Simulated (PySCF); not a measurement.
## Structure elucidation problem

An unknown has the formula C6H6F2. Its calculated NMR data are:

1H NMR (300 MHz, computed): δ 6.63 (m, 1H), 5.91 (m, 1H), 5.91 (m, 1H), 5.35 (dq, J = 17.9, 1.4 Hz, 1H), 5.31 (dq, J = 11.5, 1.6 Hz, 1H), 5.27 (m, 1H).

13C{1H} NMR (computed): δ 168.7 (C, dd, J = 377.9, 373.3 Hz), 139.7 (CH), 136.1 (CH), 126.6 (CH, dd, J = 7.0, 2.9 Hz), 125.1 (CH2), 84.0 (CH, dd, J = 32.1, 19.4 Hz).

[PySCF 2.14.0 with density-fitted response routines: GIAO B3LYP/pcSseg-1 shieldings; spin–spin couplings from B3LYP/pcJ-1 (spin–dipole term only in couplings to heteroatoms); geometry from PBE0-D3(BJ)/def2-SVP; no solvent model; one conformer; no relativistic terms]

Scale: TMS for 1H and 13C (reference shieldings calculated alike).

Task: Which of these isomers gave the spectra?
A. C=C/C=C\C=C(F)F
B. FC1=CCC=C[C@@H]1F
C. F/C=C1C=C\1CCF

Result: A. 

The formula gives 3 degrees of unsaturation (no ring in the answer). 6 carbon signals for 6 carbons: no two carbons are equivalent. Carbon types of the structure: 1 × C, 4 × CH, 1 × CH2, which accounts for all hydrogens. δC 168.7: fully substituted alkene carbon. δC 139.7, 136.1, 126.6, 84.0: alkene CH. δC 125.1: terminal =CH2 carbon; the olefinic region. δH 6.63, 5.91, 5.91, 5.27: hydrogen on an alkene CH; attached to an sp2 carbon and in the plane of the double bond. δH 5.35, 5.31: hydrogen on a terminal =CH2 carbon; olefinic region.

The others: FC1=CCC=C[C@@H]1F has carbons computed at 166.5, 138.8, 133.1, 111.1, 82.3, 31.2; F/C=C1C=C\1CCF would give 4 signals for carbon-bound and other non-exchanging H, not 6.

C–F couplings over four or more bonds (about 3 Hz to the para carbon of a fluoroarene) are left out. Common functionals overestimate the size of one-bond C–F couplings by tens of Hz; these are unscaled. Splittings below 1 Hz are ignored in the labels, and close J values are merged. Unscaled 3J(H,H) at this level run about 10 % above measured values. Shifts are as computed. Against solution values, carbons near 30 ppm lie about +2 ppm off and those near 130 ppm about +6 ppm. Of 1211 compounds with measured shifts, 218 miss one by over three times the rms of a fit or turn the order of signals round; such compounds aren't used in these exercises.
